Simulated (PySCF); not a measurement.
**Löwdin shares of the frontier orbitals**

Species: C4H13NOSi.
Atom-mapped SMILES: `[CH3:1][C:2]([CH3:3])([CH3:4])[Si@@H:5]([NH2:6])[OH:7]` (hydrogens: H8, H9, H10 on C1; H11, H12, H13 on C3; H14, H15, H16 on C4; H17 on Si5; H18, H19 on N6; H20 on O7)

Structure used (PBE0-D3(BJ)/def2-SVP), in Å, numbered top down from 1:
```
atom  x, y, z in Å
C1    -0.768   -0.156   -1.281
C2    -0.709    0.185    0.210
C3    -1.590    1.404    0.499
C4    -1.184   -1.007    1.046
Si5    1.068    0.644    0.685
N6     2.073   -0.727    0.357
O7     1.638    1.951   -0.186
H8    -0.441    0.695   -1.900
H9    -0.125   -1.015   -1.532
H10   -1.799   -0.407   -1.586
H11   -2.635    1.208    0.201
H12   -1.594    1.658    1.572
H13   -1.242    2.292   -0.051
H14   -1.100   -0.809    2.127
H15   -0.614   -1.925    0.828
H16   -2.245   -1.230    0.835
H17    1.092    1.140    2.094
H18    1.678   -1.659    0.418
H19    3.043   -0.735    0.651
H20    1.908    1.739   -1.085
```

Method: TDDFT CAM-B3LYP/def2-SVPD, vertical, gas phase, core orbitals frozen in the response (PySCF).

Frontier orbitals with the atoms that hold most of them (Löwdin shares over 4%, at most four atoms; ? is withheld):

| orbital | ε (eV) | atoms |
| --- | --- | --- |
| HOMO-3 | -10.79 | C1 22%, C2 21%, C4 16%, C3 11% |
| HOMO-2 | -10.75 | C3 22%, C2 19%, C4 13%, C1 9% |
| HOMO-1 | -9.20 | ? |
| HOMO | ? | N6 21%, C2 20%, Si5 17%, H17 10% |
| LUMO | 0.96 | ? |
| LUMO+1 | 1.58 | O7 19%, C4 14%, H20 11%, H15 7% |
| LUMO+2 | 1.72 | C3 14%, H19 11%, H11 9%, O7 7% |

Question: Which atoms hold the LUMO, and with what shares?

Answer: Si5 (bonded to C, N, O and H) 22%; O7 (bonded to Si and H) 14%; H18 (bonded to N) 8%; H19 (bonded to N) 8%. By element: silicon 22%, hydrogen 16% or more, oxygen 14%.

Question: Which atoms hold the HOMO-1, and with what shares?

Answer: N6 (bonded to Si and 2 H) 47%; Si5 (bonded to C, N, O and H) 12%; C2 (bonded to 3 C and Si) 10%; O7 (bonded to Si and H) 7%.

Question: What is the HOMO energy, and the HOMO–LUMO gap?

Answer: ε(HOMO) = -8.79 eV; the gap is 9.75 eV (0.3582 hartree).

Question: The HOMO–LUMO gap is 9.75 eV. Where does the response calculation put the lowest singlet, and from which orbitals?

Answer: S1 is at 6.68 eV (f = 0.032), 3.06 eV below the gap, made of HOMO→LUMO (48%), HOMO-1→LUMO (29%), HOMO-1→LUMO+2 (8%). 

Next come S2 at 7.20 eV (f 0.0069), HOMO→LUMO (40%), HOMO-1→LUMO (38%), HOMO→LUMO+1 (10%); S3 at 7.52 eV (f 0.016), HOMO→LUMO+1 (74%), HOMO-1→LUMO (12%); S4 at 7.88 eV (f 0.038), HOMO-1→LUMO+1 (47%), HOMO→LUMO+2 (32%); S5 at 7.92 eV (f 0.0086), HOMO→LUMO+2 (43%), HOMO-1→LUMO+1 (32%).

Löwdin shares depend on the basis, the more so with diffuse functions.

One conformer stands for the species.

Without π bonds the low states are Rydberg-like; a valence basis with one diffuse set may place them up to an eV too high.
